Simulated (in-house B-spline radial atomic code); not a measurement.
**Ce: [Xe] 4f1 5d1 6s2**

All numbers are computed (Dirac-Kohn-Sham PBE0, spherical fractional occupations, exact exchange averaged over the configuration; Fermi nucleus of rms radius 4.8771 fm) with an all-electron radial atomic-structure program (B-spline basis), not measured.

Effective charges: Z_r = [3n² - l(l+1)]/(2<r>) from the radius, Z_e = n√(-2ε) from the energy, and Slater's rules. Values are occupation-weighted means over j. An effective charge above Z reflects the relativistic contraction of the inner shells.

| shell | electrons | ε (eV) | <r> (bohr) | Z_r | Z_e | Slater |
| --- | --- | --- | --- | --- | --- | --- |
| 1s | 2 | -40343 | 0.02457 | 61.04 | 54.45 | 57.70 |
| 2s | 2 | -6484.8 | 0.1047 | 57.30 | 43.66 | 53.85 |
| 2p | 6 | -5820.7 | 0.0921 | 54.29 | 41.37 | 53.85 |
| 3s | 2 | -1408.3 | 0.278 | 48.57 | 30.52 | 46.75 |
| 3p | 6 | -1194.1 | 0.2759 | 45.30 | 28.11 | 46.75 |
| 3d | 10 | -882.65 | 0.2534 | 41.43 | 24.16 | 36.85 |
| 4s | 2 | -290.28 | 0.6371 | 37.67 | 18.48 | 30.25 |
| 4p | 6 | -219.31 | 0.674 | 34.12 | 16.06 | 30.25 |
| 4d | 10 | -114.77 | 0.7447 | 28.20 | 11.62 | 18.85 |
| 5s | 2 | -43.489 | 1.522 | 24.64 | 8.94 | 11.40 |
| 5p | 6 | -25.113 | 1.76 | 20.74 | 6.79 | 11.40 |
| 4f | 1 | -7.8127 | 1.085 | 16.59 | 3.03 | 12.00 |
| 6s | 2 | -4.2266 | 4.389 | 12.30 | 3.34 | 3.00 |
| 5d | 1 | -4.0589 | 2.911 | 11.85 | 2.73 | 3.00 |

The least bound orbital is 5d5/2 at -3.984 eV, while the most diffuse is 6s1/2 (<r> = 4.389 bohr against 2.936 bohr): energy order and size order differ. The part-filled 4f shell lies below the filled 6s shell in orbital energy.

Spin-orbit splittings of the orbital energies (j = l + 1/2 above j = l - 1/2 when positive): 2p 447 eV, 3p 88.37 eV, 3d 18.91 eV, 4p 19.02 eV, 4d 3.341 eV, 5p 2.806 eV, 4f 0.3203 eV, 5d 0.1869 eV.

For the 1s electron the small component carries 4.61 % of the norm, the zero-frequency Breit interaction raises the level by 109.6 eV, self-energy by 64.02 eV, and vacuum polarisation lowers it by 9.537 eV.

The density falls to 0.001 bohr⁻³ at 5.453 bohr; Σ<r²> = 93.568 bohr² gives, by the non-relativistic formula and without the paramagnetism of open shells, a Langevin diamagnetic susceptibility of -74.11×10⁻⁶ cm³/mol.
